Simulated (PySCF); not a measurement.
From one molecule to another.

First species: C3H11O2PSi2.
Z-matrix (Å and degrees, GFN2-xTB geometry), rows numbered from 1:
```
C 
C   1  1.5273
C   2  1.5289  1  111.38
Si  3  1.9025  2  111.78  1  -175.11
O   4  1.6248  3  104.73  2    47.48
Si  5  1.6358  4  124.47  3    -8.06
P   6  2.2191  5  107.34  4  -137.30
O   2  1.4146  1  107.40  3  -125.12
H   1  1.0869  2  110.25  3   -59.56
H   1  1.0869  2  109.85  3  -179.99
H   1  1.0877  2  109.74  3    60.76
H   2  1.1001  1  109.07  3   120.03
H   3  1.0924  2  108.14  1   -54.63
H   3  1.0889  2  107.76  1    60.94
H   4  1.4577  3  111.77  2   161.09
H   4  1.4596  3  111.51  2   -67.65
H   6  1.4658  5  104.27  4    95.32
H   7  1.3823  6   94.54  5   -74.83
H   7  1.3820  6   94.11  5  -168.07
```

Second species: C3H11O2PSi2.
Numbering: `[CH3:1][C@@H:2]1[CH2:3][Si@:4]([PH2:5])([O:6][SiH3:7])[O:8]1` (hydrogens: H9, H10, H11 on C1; H12 on C2; H13, H14 on C3; H15, H16 on P5; H17, H18, H19 on Si7)

Levels: PBE0/pcSseg-1 for HOMO energy, LUMO energy and HOMO–LUMO gap. Geometries: GFN2-xTB. All species are isolated and taken at one optimised geometry, non-relativistic unless stated. Electronic properties by PySCF.

The conformers computed, where there is a choice (atom-mapped SMILES and torsion angles):
- `[CH3:1][C@@H:2]1[CH2:3][Si@:4]([PH2:5])([O:6][SiH3:7])[O:8]1`: C3–Si4–O6–Si7 159°, H–P5–Si4–C3 154°, H–P5–Si4–C3 -113°

The conformers of `C[C@@H]1C[SiH2]O[Si@@H](P)O1` aren't listed.

Values for the first species:

| Property | Result |
| --- | --- |
| HOMO energy | -7.32 eV |
| LUMO energy | 0.38 eV |
| HOMO–LUMO gap | 7.70 eV |

(1) Estimate the same properties for the second species, and the change in each.

Answers

(1) 
```csv
property,first,second,second less first
HOMO energy,-7.32 eV,-7.45 eV,-0.13 eV
LUMO energy,0.38 eV,0.10 eV,-0.28 eV
HOMO–LUMO gap,7.70 eV,7.55 eV,-0.15 eV
```

On the second:  GFN2-xTB frequencies show an imaginary mode (37i cm⁻¹), so this geometry is no minimum at that level.
